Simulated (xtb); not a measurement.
C$_{6}$H$_{15}$In, charge -1, doublet, geometry from GFN2-xTB (such geometries of metal compounds can be far from the true shape) (a state made from the parent by changing its charge; the spin is typed, not shown lowest); GFN1-xTB run with xtb 6.7.1.

xtb was given this input:
```
$ xtb mol.xyz --gfn 1 --chrg -1 --uhf 1 --json

# file mol.xyz
22

In    -0.07065868    -0.28255399    -0.43064469
C      2.28940454     0.15842721    -0.18963496
C      2.71834829     1.55700315    -0.60648389
H      2.90729361    -0.58386541    -0.71491892
H      2.48479337     0.02461255     0.88335342
H      2.12744309     2.30561492    -0.07743282
H      2.56420246     1.70635547    -1.67748929
H      3.78033568     1.76030890    -0.39449065
C     -0.36752150    -2.08962174     1.13625163
C     -1.80343851    -2.55773686     1.32155823
H      0.00756375    -1.69192851     2.08945133
H      0.26706537    -2.95133516     0.88573584
H     -2.18829143    -3.00032944     0.40003292
H     -2.44577339    -1.71401750     1.57837936
H     -1.90896480    -3.31084094     2.11852524
C     -1.09562746     1.56104711     0.74096650
C     -1.32741696     2.83539273    -0.05857603
H     -0.41164016     1.77491073     1.57412573
H     -2.04540831     1.23932357     1.19057397
H     -2.03842336     2.65916383    -0.86887141
H     -0.39449223     3.18192927    -0.50606841
H     -1.72591875     3.65817345     0.55619506
```

### Question
Write the output that xtb gives for this input, abridged.

### Answer

```
   ID    Z sym.   atoms
    1   49 In     1
    2    6 C      2, 3, 9, 10, 16, 17
    3    1 H      4-8, 11-15, 18-22

           -------------------------------------------------
          |                Calculation Setup                |
           -------------------------------------------------

           -------------------------------------------------
          |                 G F N 1 - x T B                 |
           -------------------------------------------------

          ...................................................
          :                      SETUP                      :
          :.................................................:
          :  # basis functions                  64          :
          :  # atomic orbitals                  63          :
          :  # shells                           45          :
          :  # electrons                        43          :
          :  # halogen bonds                     0          :
          :  max. iterations                   250          :
          :  Hamiltonian                  GFN1-xTB          :
          :  restarted?                      false          :
          :  GBSA solvation                  false          :
          :  PC potential                    false          :
          :  electronic temp.          300.0000000     K    :
          :  accuracy                    1.0000000          :
          :  -> integral cutoff          0.2500000E+02      :
          :  -> integral neglect         0.1000000E-07      :
          :  -> SCF convergence          0.1000000E-05 Eh   :
          :  -> wf. convergence          0.2000000E-04 e    :
          :  Broyden damping             0.4000000          :
          :  net charge                         -1          :
          :  unpaired electrons                  1          :
          ...................................................

 iter      E             dE          RMSdq      gap      omega  full diag
   1    -22.6709909 -0.226710E+02  0.771E+00    3.15       0.0  T
   2    -22.7039477 -0.329568E-01  0.468E+00    3.32       1.0  T
   3    -22.7048294 -0.881674E-03  0.627E-01    3.35       1.0  T
   4    -22.7073370 -0.250767E-02  0.105E-01    3.35       1.0  T
   5    -22.7075104 -0.173364E-03  0.272E-02    3.35       1.0  T
   6    -22.7075137 -0.324767E-05  0.149E-02    3.35       1.4  T
   7    -22.7075146 -0.992429E-06  0.843E-04    3.35      25.3  T
   8    -22.7075147 -0.353886E-08  0.349E-04    3.35      61.0  T
   9    -22.7075147 -0.571994E-09  0.159E-04    3.35     133.8  T
  10    -22.7075147 -0.127592E-09  0.126E-05    3.35    1688.4  T

   *** convergence criteria satisfied after 10 iterations ***

         :::::::::::::::::::::::::::::::::::::::::::::::::::::
         ::                     SUMMARY                     ::
         :::::::::::::::::::::::::::::::::::::::::::::::::::::
         :: total energy             -22.435247969527 Eh    ::
         :: gradient norm              0.034910151630 Eh/a0 ::
         :: HOMO-LUMO gap              3.347436192298 eV    ::
         ::.................................................::
         :: SCC energy               -22.707514651905 Eh    ::
         :: -> electrostatic           0.089202265289 Eh    ::
         :: repulsion energy           0.280160102104 Eh    ::
         :: dispersion energy         -0.007893419727 Eh    ::
         :: halogen bond corr.         0.000000000000 Eh    ::
         :: add. restraining           0.000000000000 Eh    ::
         :: total charge              -1.000000000000 e     ::
         :::::::::::::::::::::::::::::::::::::::::::::::::::::

           -------------------------------------------------
          |                Property Printout                |
           -------------------------------------------------

    * Orbital Energies and Occupations

         #    Occupation            Energy/Eh            Energy/eV
[...]
       ...                                ...                  ...
        63                          0.6791253              18.4799
      -------------------------------------------------------------
                  HL-Gap            0.1230160 Eh            3.3474 eV
             Fermi-level           -0.1230045 Eh           -3.3471 eV

  Mulliken/CM5 charges         n(s)   n(p)   n(d)
     1In    0.05101  0.04995   1.860  1.074  0.015
     2C    -0.23234 -0.34053   1.046  3.186  0.000
     3C    -0.05714 -0.20631   1.003  3.054  0.000
     4H    -0.02125  0.03073   1.021  0.000  0.000
     5H    -0.00003  0.05277   1.000  0.000  0.000
     6H     0.00290  0.05496   0.997  0.000  0.000
     7H    -0.01412  0.03726   1.014  0.000  0.000
     8H    -0.02783  0.02172   1.028  0.000  0.000
     9C    -0.23475 -0.34299   1.046  3.188  0.000
    10C    -0.05753 -0.20656   1.003  3.055  0.000
    11H     0.00056  0.05336   0.999  0.000  0.000
    12H    -0.01799  0.03410   1.018  0.000  0.000
    13H    -0.01588  0.03546   1.016  0.000  0.000
    14H    -0.00205  0.04975   1.002  0.000  0.000
    15H    -0.02731  0.02226   1.027  0.000  0.000
    16C    -0.22933 -0.33765   1.047  3.182  0.000
    17C    -0.05860 -0.20765   1.003  3.055  0.000
    18H     0.00098  0.05378   0.999  0.000  0.000
    19H    -0.01281  0.03949   1.013  0.000  0.000
    20H    -0.01557  0.03574   1.016  0.000  0.000
    21H    -0.00464  0.04708   1.005  0.000  0.000
    22H    -0.02626  0.02331   1.026  0.000  0.000

Wiberg/Mayer (AO) data.
largest (>0.10) Wiberg bond orders for each atom

 ---------------------------------------------------------------------------
     #   Z sym  total        # sym  WBO       # sym  WBO       # sym  WBO
 ---------------------------------------------------------------------------
     1  49 In   1.917 --    16 C    0.590     9 C    0.587     2 C    0.585
     2   6 C    3.786 --     3 C    1.024     4 H    0.972     5 H    0.958
                             1 In   0.585    16 C    0.110     9 C    0.104
     3   6 C    3.992 --     2 C    1.024     7 H    0.990     6 H    0.987
                             8 H    0.986
     4   1 H    1.013 --     2 C    0.972
     5   1 H    1.007 --     2 C    0.958
     6   1 H    1.013 --     3 C    0.987
     7   1 H    1.014 --     3 C    0.990
     8   1 H    1.012 --     3 C    0.986
     9   6 C    3.781 --    10 C    1.024    12 H    0.971    11 H    0.958
                             1 In   0.587    16 C    0.106     2 C    0.104
    10   6 C    3.991 --     9 C    1.024    13 H    0.990    14 H    0.988
                            15 H    0.987
    11   1 H    1.007 --     9 C    0.958
    12   1 H    1.011 --     9 C    0.971
    13   1 H    1.014 --    10 C    0.990
    14   1 H    1.012 --    10 C    0.988
    15   1 H    1.013 --    10 C    0.987
    16   6 C    3.798 --    17 C    1.024    19 H    0.970    18 H    0.959
                             1 In   0.590     2 C    0.110     9 C    0.106
    17   6 C    3.991 --    16 C    1.024    20 H    0.990    21 H    0.989
                            22 H    0.987
    18   1 H    1.007 --    16 C    0.959
    19   1 H    1.011 --    16 C    0.970
    20   1 H    1.015 --    17 C    0.990
    21   1 H    1.015 --    17 C    0.989
    22   1 H    1.010 --    17 C    0.987
 ---------------------------------------------------------------------------

Topologies differ in total number of bonds
Writing topology from bond orders to xtbtopo.mol

 dipole moment from electron density (au)
     X       Y       Z
  -0.2881   0.1613  -0.5706  total (Debye):    1.676

           -------------------------------------------------
          | TOTAL ENERGY              -22.435247969527 Eh   |
          | GRADIENT NORM               0.034910151630 Eh/α |
          | HOMO-LUMO GAP               3.347436192298 eV   |
           -------------------------------------------------

normal termination of xtb
```
